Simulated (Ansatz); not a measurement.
Ideal-gas functions of `[NH2][Zr]([F])([Cl])[Cl]` at 800 K and 1 bar, from an Ansatz frequency run at PBE0-D4/def2-TZVP.

Molar mass 197.15 g/mol, point group Cs (symmetry number 1), electronic degeneracy 1, moments of inertia 255.955, 346.27, 426.304 u Å². Harmonic wavenumbers (cm⁻¹, unscaled): 84, 100, 127, 148, 152, 201, 386, 414, 491, 493, 676, 682, 1534, 3551, 3646.

Use S(trans) = R[1.5 ln M + 2.5 ln T − 1.1517]; rotational temperatures θ = 24.2544 K / I; S(rot) = R[ln(√π/σ · √(T³/θAθBθC)) + 1.5]; for each mode x = 1.438777 ν̃/T, S = R[x/(eˣ − 1) − ln(1 − e⁻ˣ)] and H = RT x/(eˣ − 1); 1 cm⁻¹ = 0.0119627 kJ/mol; R = 8.31446 J/(mol·K).

Problem. By hand: the entropy, in J/(mol·K).

Solution. Translation 195.3. Rotation: θ = 0.0948, 0.07, 0.0569 K, giving 133.4. Vibration, mode by mode: 24.04, 22.59, 20.61, 19.34, 19.12, 16.82, 11.51, 10.96, 9.61, 9.58, 7.18, 7.12, 2.10, 0.10, 0.09, in all 180.8. Electronic 0.0. Sum 509.5 J/(mol·K).

Problem. By hand: H − E and G − E in kJ/mol, counted from the electronic energy.

Solution. Zero-point energy ½ × 12685 × 0.0119627 = 75.9; thermal vibration 60.8; translation, rotation and pV give 4 RT = 26.6. H − E = 163.3 kJ/mol, and G − E = 163.3 − 800 × 509.5/1000 = -244.3 kJ/mol.

Vibration gives 35 % of the entropy, 86.6 J/(mol·K) of it from the modes under 150 cm⁻¹: soft modes count most, and the harmonic formula is weakest for them. The sum counts one conformer and one mirror image; others add a mixing term.
